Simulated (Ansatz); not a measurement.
Question: Name a neutral molecule of Ge, I, O and H with HOMO–LUMO gap (B3LYP/def2-TZVPP) between 6.00 and 6.30 eV and size of the dipole moment (B3LYP/def2-TZVPP) between 1.15 and 1.45 D (Ansatz, PBE0-D4/def2-TZVP geometry).

Answer: `[OH][GeH2][I]` (6.23 eV, 1.28 D). Other molecules can fit too; these were computed, each in one conformer that needn't be the lowest.

B3LYP here is the variant with VWN-RPA as its local correlation; programs differ in this.
